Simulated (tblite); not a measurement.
Record of a relaxation.

Species: C5H12O2SeSi.
SMILES with atom numbers: `[CH3:1][CH:2]([CH3:3])[O:4]/[CH:5]=[CH:6]\[O:7][SiH2:8][SeH:9]` (hydrogens: H10, H11, H12 on C1; H13 on C2; H14, H15, H16 on C3; H17 on C5; H18 on C6; H19, H20 on Si8; H21 on Se9)

Computed with GFN2-xTB (tblite), gas phase: L-BFGS steps from a force-field or distance-geometry start until the largest atomic force falls under 0.01 eV/Å. 8 of its 201 geometries are shown.

Step 0: E = -812.9245 eV, largest atomic force 2.591 eV/Å
```
atom  x, y, z in Å  |  force x, y, z in eV/Å
C1     -3.002    0.028    0.289   -0.229  -0.530   1.102
C2     -1.792   -0.511   -0.457    0.027   0.032  -0.552
C3     -1.043    0.718   -0.926   -0.371   1.793  -0.443
O4     -0.992   -1.345    0.358    0.229  -0.402   0.538
C5      0.150   -1.918   -0.173   -0.941   0.607  -0.169
C6      1.378   -1.558    0.189   -0.135   0.222   0.333
O7      1.620   -0.587    1.155    1.879   0.724  -1.630
Si8     2.942    0.524    0.841   -0.908  -1.528   0.058
Se9     2.353    2.650    1.332   -0.108   0.752   0.214
H10    -3.516    0.729   -0.378   -0.060  -0.390   0.340
H11    -3.675   -0.788    0.640    0.392   0.670  -0.355
H12    -2.627    0.575    1.185   -0.410  -0.391  -0.561
H13    -2.131   -1.049   -1.361    0.043  -0.373   0.183
H14     0.043    0.637   -0.816   -0.422   0.125  -0.019
H15    -1.460    1.627   -0.374    1.105  -1.029  -0.520
H16    -1.311    0.902   -1.984    0.470  -0.035   0.366
H17    -0.007   -2.683   -0.946    0.100   0.282   0.285
H18     2.186   -2.092   -0.325    0.067   0.457   0.657
H19     3.257    0.454   -0.591   -0.145   0.055   0.063
H20     4.111    0.056    1.575   -0.132   0.036   0.174
H21     3.506    3.648    1.232   -0.452  -1.076  -0.065
```

Step 29: E = -813.8882 eV, largest atomic force 0.219 eV/Å
```
atom  x, y, z in Å  |  force x, y, z in eV/Å
C1     -3.035   -0.038    0.301    0.085  -0.014  -0.079
C2     -1.745   -0.391   -0.437    0.035  -0.062  -0.010
C3     -1.031    0.826   -1.047   -0.122   0.031   0.016
O4     -0.897   -1.031    0.515    0.046  -0.031   0.031
C5      0.076   -1.805   -0.034    0.020   0.006  -0.033
C6      1.367   -1.546    0.136   -0.007   0.025   0.003
O7      1.761   -0.452    0.820    0.060  -0.010   0.073
Si8     3.049    0.506    0.757   -0.019   0.114  -0.007
Se9     2.125    2.466    1.432   -0.020  -0.108   0.013
H10    -3.678    0.563   -0.337    0.039   0.017   0.063
H11    -3.565   -0.951    0.577    0.081   0.128   0.005
H12    -2.783    0.509    1.209   -0.072  -0.020  -0.133
H13    -1.961   -1.114   -1.241   -0.034  -0.009  -0.041
H14     0.037    0.631   -1.169   -0.208  -0.053   0.044
H15    -1.151    1.696   -0.405    0.065  -0.051   0.022
H16    -1.449    1.051   -2.025   -0.034   0.043   0.017
H17    -0.235   -2.651   -0.639   -0.063  -0.027   0.006
H18     2.136   -2.193   -0.262    0.037   0.021   0.053
H19     3.540    0.673   -0.606    0.071  -0.010  -0.081
H20     4.102    0.041    1.651   -0.001  -0.010   0.026
H21     3.329    3.228    1.268    0.038   0.020   0.011
```

Step 57: E = -813.9486 eV, largest atomic force 0.107 eV/Å
```
atom  x, y, z in Å  |  force x, y, z in eV/Å
C1     -3.045   -0.043    0.267   -0.031  -0.003   0.012
C2     -1.761   -0.398   -0.470   -0.006  -0.034   0.024
C3     -1.115    0.835   -1.100   -0.021  -0.025  -0.023
O4     -0.869   -0.975    0.481    0.034   0.007   0.048
C5      0.110   -1.773   -0.019    0.013   0.027  -0.033
C6      1.403   -1.540    0.194   -0.012  -0.006  -0.011
O7      1.820   -0.437    0.852   -0.022  -0.037  -0.008
Si8     3.122    0.502    0.760   -0.070  -0.001   0.014
Se9     2.146    2.426    1.431   -0.034   0.004   0.041
H10    -3.734    0.454   -0.410   -0.004   0.037   0.001
H11    -3.522   -0.940    0.651    0.022  -0.020   0.040
H12    -2.815    0.615    1.100   -0.006   0.010  -0.003
H13    -1.986   -1.137   -1.257    0.062  -0.037  -0.004
H14    -0.177    0.557   -1.579   -0.010   0.045   0.008
H15    -0.913    1.583   -0.333    0.002  -0.082  -0.068
H16    -1.783    1.255   -1.848    0.033   0.057  -0.006
H17    -0.204   -2.641   -0.594    0.010   0.021  -0.006
H18     2.172   -2.225   -0.141   -0.049   0.010   0.005
H19     3.624    0.651   -0.602    0.038  -0.014  -0.047
H20     4.171    0.038    1.662   -0.008   0.007   0.011
H21     3.345    3.211    1.419    0.058   0.032   0.004
```

Step 86: E = -813.9616 eV, largest atomic force 0.054 eV/Å
```
atom  x, y, z in Å  |  force x, y, z in eV/Å
C1     -3.041   -0.032    0.290    0.013   0.000   0.005
C2     -1.783   -0.417   -0.477   -0.012  -0.013   0.000
C3     -1.171    0.791   -1.188   -0.012  -0.052   0.004
O4     -0.847   -0.943    0.462    0.009   0.049  -0.018
C5      0.127   -1.732   -0.059   -0.019   0.014   0.003
C6      1.418   -1.530    0.184   -0.006   0.017  -0.006
O7      1.842   -0.470    0.907   -0.012   0.032   0.013
Si8     3.112    0.510    0.820    0.020  -0.012  -0.009
Se9     2.213    2.462    1.537    0.018  -0.011  -0.004
H10    -3.786    0.367   -0.393    0.010  -0.008   0.006
H11    -3.452   -0.899    0.799    0.003  -0.011   0.013
H12    -2.796    0.722    1.032    0.004   0.007   0.019
H13    -2.022   -1.201   -1.216   -0.011   0.005  -0.018
H14    -0.313    0.484   -1.783    0.023   0.011  -0.002
H15    -0.839    1.512   -0.444    0.010   0.006  -0.008
H16    -1.902    1.263   -1.838   -0.007  -0.014  -0.011
H17    -0.191   -2.567   -0.678    0.000   0.009  -0.012
H18     2.178   -2.209   -0.177    0.002   0.002   0.010
H19     3.616    0.678   -0.543    0.004  -0.017   0.018
H20     4.162    0.064    1.731    0.001  -0.025  -0.019
H21     3.467    3.165    1.496   -0.038   0.012   0.016
```

Step 114: E = -814.0013 eV, largest atomic force 0.049 eV/Å
```
atom  x, y, z in Å  |  force x, y, z in eV/Å
C1     -2.936    0.126    0.452    0.010   0.002  -0.002
C2     -1.879   -0.442   -0.490    0.018  -0.008   0.020
C3     -1.562    0.523   -1.634   -0.011  -0.017   0.006
O4     -0.720   -0.675    0.298    0.039   0.019  -0.017
C5      0.227   -1.474   -0.244   -0.016  -0.007  -0.021
C6      1.516   -1.367    0.069    0.020   0.002  -0.008
O7      1.955   -0.409    0.918   -0.020   0.016  -0.006
Si8     3.306    0.441    1.084   -0.015   0.010  -0.009
Se9     2.422    2.229    2.156   -0.004   0.047  -0.014
H10    -3.906    0.159   -0.038    0.036   0.016  -0.007
H11    -3.005   -0.496    1.341   -0.022  -0.011  -0.030
H12    -2.650    1.128    0.759   -0.011  -0.002   0.006
H13    -2.225   -1.402   -0.910   -0.003  -0.008   0.015
H14    -0.824    0.092   -2.308   -0.004  -0.035   0.004
H15    -1.155    1.448   -1.232   -0.024   0.002   0.027
H16    -2.465    0.744   -2.195   -0.013   0.010  -0.012
H17    -0.104   -2.246   -0.933    0.002   0.014  -0.006
H18     2.258   -2.038   -0.339   -0.009  -0.019   0.028
H19     3.913    0.827   -0.188   -0.013   0.025   0.020
H20     4.273   -0.248    1.934    0.003  -0.036  -0.015
H21     3.552    3.097    1.966    0.034  -0.020   0.021
```

Step 143: E = -814.0320 eV, largest atomic force 0.061 eV/Å
```
atom  x, y, z in Å  |  force x, y, z in eV/Å
C1     -2.819    0.272    0.488    0.060  -0.005  -0.009
C2     -1.915   -0.434   -0.516    0.020  -0.045   0.024
C3     -1.977    0.215   -1.898   -0.010  -0.035   0.011
O4     -0.604   -0.352    0.022    0.010  -0.011   0.004
C5      0.311   -1.258   -0.386    0.009   0.005  -0.002
C6      1.580   -1.179    0.009   -0.022  -0.012  -0.024
O7      1.988   -0.174    0.822   -0.010  -0.024   0.014
Si8     3.407    0.462    1.204    0.042   0.027   0.034
Se9     2.657    2.130    2.536    0.050   0.019  -0.015
H10    -3.843    0.287    0.134   -0.046   0.021  -0.017
H11    -2.776   -0.242    1.444   -0.021  -0.008   0.024
H12    -2.463    1.289    0.635   -0.047   0.001  -0.029
H13    -2.205   -1.494   -0.600   -0.011   0.001  -0.007
H14    -1.308   -0.296   -2.588    0.013   0.000  -0.008
H15    -1.677    1.257   -1.832    0.006   0.030   0.016
H16    -2.990    0.160   -2.286   -0.010   0.007  -0.017
H17    -0.011   -2.072   -1.026   -0.030   0.033   0.025
H18     2.316   -1.906   -0.294    0.029   0.012   0.003
H19     4.123    1.006    0.053    0.018   0.003  -0.027
H20     4.270   -0.459    1.946   -0.032  -0.004  -0.024
H21     3.927    2.805    2.596   -0.017  -0.013   0.026
```

Step 171: E = -814.0516 eV, largest atomic force 0.038 eV/Å
```
atom  x, y, z in Å  |  force x, y, z in eV/Å
C1     -2.951    0.230    0.433   -0.016  -0.011   0.004
C2     -1.959   -0.471   -0.486    0.007  -0.009  -0.005
C3     -1.929    0.173   -1.872    0.016  -0.020  -0.012
O4     -0.689   -0.372    0.143    0.001  -0.003   0.005
C5      0.277   -1.207   -0.300   -0.018  -0.004  -0.013
C6      1.562   -1.046    0.005   -0.007   0.000  -0.008
O7      1.989   -0.008    0.766   -0.010  -0.004  -0.001
Si8     3.460    0.527    1.124   -0.019  -0.009   0.004
Se9     2.862    2.256    2.449    0.001  -0.015  -0.001
H10    -3.939    0.243   -0.018    0.004  -0.006   0.007
H11    -3.002   -0.281    1.391    0.005   0.006  -0.004
H12    -2.620    1.251    0.605   -0.011  -0.002  -0.006
H13    -2.228   -1.536   -0.591    0.002   0.013   0.019
H14    -1.178   -0.305   -2.497   -0.002   0.005   0.002
H15    -1.686    1.228   -1.784    0.010   0.021   0.008
H16    -2.899    0.070   -2.350   -0.015   0.003  -0.010
H17    -0.032   -2.053   -0.904    0.016  -0.003  -0.002
H18     2.310   -1.746   -0.332   -0.013   0.003   0.005
H19     4.184    0.982   -0.062    0.023   0.005   0.006
H20     4.256   -0.452    1.863    0.001   0.004  -0.003
H21     4.204    2.532    2.879    0.027   0.026   0.005
```

Step 200: E = -814.0554 eV, largest atomic force 0.010 eV/Å
```
atom  x, y, z in Å  |  force x, y, z in eV/Å
C1     -2.983    0.207    0.419   -0.003  -0.004  -0.006
C2     -1.971   -0.477   -0.491    0.002   0.000  -0.003
C3     -1.924    0.179   -1.872    0.006   0.000   0.003
O4     -0.709   -0.374    0.154   -0.002   0.003   0.004
C5      0.271   -1.188   -0.297   -0.001   0.007  -0.003
C6      1.555   -1.011    0.002    0.003   0.004  -0.003
O7      1.984    0.024    0.765    0.004   0.003   0.004
Si8     3.466    0.512    1.151    0.001  -0.007   0.002
Se9     2.921    2.238    2.502   -0.010   0.001   0.001
H10    -3.979    0.142   -0.011    0.001  -0.001   0.001
H11    -2.983   -0.267    1.397   -0.003  -0.001   0.002
H12    -2.712    1.251    0.542   -0.002   0.004   0.004
H13    -2.231   -1.543   -0.605    0.004   0.004   0.003
H14    -1.197   -0.323   -2.507    0.001   0.007  -0.005
H15    -1.633    1.222   -1.770   -0.007  -0.003  -0.001
H16    -2.901    0.127   -2.345    0.003  -0.005   0.003
H17    -0.023   -2.036   -0.906   -0.001  -0.001  -0.003
H18     2.304   -1.706   -0.345    0.004  -0.005   0.002
H19     4.227    0.973   -0.010   -0.002  -0.005  -0.003
H20     4.225   -0.506    1.876   -0.004   0.000  -0.001
H21     4.284    2.573    2.813    0.007   0.003  -0.002
```

Task: Summarise the path.

Result: The energy falls by 1.1309 eV from step 0 to step 200; nine tenths of that is first reached at step 54. It rises by more than 0.2 meV at step 127. The largest force goes from 2.591 to 0.010 eV/Å. Among the bonds O7–Si8 changes most, from 1.755 to 1.607 Å; the atoms move by 1.156 Å rms after alignment.

Task: Follow the three bonds and two angles with the largest change from start to end.

Result: 
```csv
step,E above end (eV),largest force (eV/Å),O7–Si8 (Å),Se9–H21 (Å),C3–H15 (Å),Si8–Se9–H21 (°),C6–O7–Si8 (°)
0,1.1309,2.591,1.755,1.529,1.142,113.8,116.7
9,0.3161,0.324,1.620,1.455,1.083,95.4,126.8
17,0.2309,0.155,1.613,1.444,1.085,92.4,126.8
26,0.1858,0.234,1.610,1.447,1.086,93.4,132.0
35,0.1453,0.132,1.606,1.446,1.086,96.7,137.3
43,0.1275,0.084,1.605,1.439,1.087,96.0,137.7
52,0.1160,0.085,1.607,1.438,1.086,95.7,136.2
61,0.1021,0.063,1.608,1.439,1.088,95.5,133.6
70,0.0987,0.030,1.608,1.438,1.088,95.7,133.3
78,0.0971,0.054,1.607,1.439,1.087,94.9,133.8
87,0.0932,0.059,1.606,1.440,1.088,93.8,134.4
96,0.0784,0.098,1.608,1.438,1.087,95.3,133.6
104,0.0648,0.086,1.606,1.439,1.090,95.9,134.9
113,0.0546,0.076,1.604,1.437,1.087,96.2,135.6
122,0.0429,0.064,1.604,1.439,1.088,94.8,134.2
130,0.0313,0.080,1.605,1.439,1.089,94.8,134.9
139,0.0261,0.054,1.604,1.437,1.087,94.6,134.9
148,0.0186,0.102,1.605,1.436,1.086,94.9,134.8
157,0.0075,0.029,1.606,1.439,1.088,95.2,133.6
165,0.0057,0.036,1.606,1.437,1.087,94.9,132.6
174,0.0030,0.042,1.606,1.436,1.088,94.5,131.5
183,0.0010,0.019,1.607,1.439,1.087,94.7,131.6
191,0.0005,0.023,1.607,1.438,1.087,94.5,131.6
200,0.0000,0.010,1.607,1.437,1.087,94.5,131.3
```

What follows is the cost of the whole relaxation. Time: 1.7 s. Hardware: one thread, Intel Xeon 6975P-C (x86_64) (shared host).
